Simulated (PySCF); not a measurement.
# Structure elucidation problem

An unknown has the formula CH₉OPSi₂. Its calculated NMR data are:

1H NMR (300 MHz, computed): δ 5.94 (m, 1H), 5.11 (s, 3H), 1.05 (m, 2H), 0.37 (m, 3H).

13C{1H} NMR (computed): δ 3.6 (CH3).

PySCF 2.14 calculation with shieldings: GIAO PBE0/pcSseg-1 and geometry from GFN2-xTB; non-relativistic Hamiltonian, gas phase, equivalent nuclei averaged, single conformer.

δ = σ(ref) − σ, references computed at the same level: 1H (31.72 ppm) and 13C (186.93 ppm) against TMS.

Deduce the structure.

Answers


- Carbon types of the structure: 1 × CH3, leaving 6 H on heteroatoms.
- δC 3.6: methyl carbon bonded to Si; an electropositive neighbour leaves it electron-rich and shielded.
- δH 5.94: hydrogen on a silicon bonded to C, O, P.
- δH 5.11: hydrogen on a silicon bonded to O.
- δH 1.05: hydrogen on a phosphorus bonded to Si.
- δH 0.37: hydrogen on a methyl carbon bonded to Si; an electropositive neighbour shields it, as in TMS itself.

The compound is SMILES C[Si@H](P)O[SiH3].

The data come from this structure; uniqueness wasn't tested.

Splittings by 31P in the carbon and heteronuclear signals aren't shown, as no couplings were computed. Shifts are as computed. Against solution values, carbons near 30 ppm lie about +3 ppm off and those near 130 ppm about +5 ppm. Of 1211 compounds with measured shifts, 218 miss one by over three times the rms of a fit or turn the order of signals round; such compounds aren't used in these exercises. Multiplicities follow the n + 1 count of equivalent neighbours, as no J values were calculated; m marks all less simple cases, F and P coupling included.
